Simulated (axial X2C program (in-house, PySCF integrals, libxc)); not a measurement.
**Spin–orbit effects down a group: molecules with Ca, PBE0**

All values come from calculations with an axial X2C code built on PySCF integrals, spin-free (one-electron X2C) or two-component (2c: spin–orbit coupling with atomic mean-field Coulomb and Gaunt terms, which also bring small scalar terms), in Dyall basis sets with cores contracted in-house; open shells are unrestricted.

Basis sets: Ca dyall-cv3z, Ge dyall-cv3z, Pb dyall-cv3z, Si dyall-v3z, Sn dyall-cv3z.

```csv
molecule,spin-free state,Re (Å),ωe (cm⁻¹),De (eV),2c state,Re 2c (Å),ωe 2c (cm⁻¹),De 2c (eV)
CaSi,"M_S = 1, Λ = 0",2.778,277.0,1.68,Ω = 1,2.778,277.0,1.68
CaGe,"M_S = 1, Λ = 0",2.813,214.9,1.57,Ω = 1,2.813,214.6,n/a
CaSn,"M_S = 1, Λ = 0",3.002,185.4,1.41,Ω = 1,3.004,184.3,n/a
CaPb,"M_S = 1, Λ = 0",3.043,169.0,1.30,Ω = 0,3.201,120.5,0.56
```

Each entry is the lowest single determinant of a limited PBE0 search at one distance. De goes to single-determinant-based atoms at the same level (for ions the charge split of lowest energy) and is withheld (n/a) where an atom does not fit its ground term or J level. Main or longest-lived isotopes. One determinant is a doubtful description, or other states lie close, for CaSi, CaGe, CaSn, CaPb; these need not be ground states, and all values refer to the states named. Some open-shell Ω = 0 determinants are out of reach, so the Ω given for CaSi, CaGe, CaSn need not be the lowest component. With several unpaired electrons the Ω given is that of one determinant, not necessarily of the lowest component. Some light 2c atoms are not at their ground J level, so De misses part of their lowering (0.04 eV or less). The functionals have no current term, which raises determinants with orbital currents.
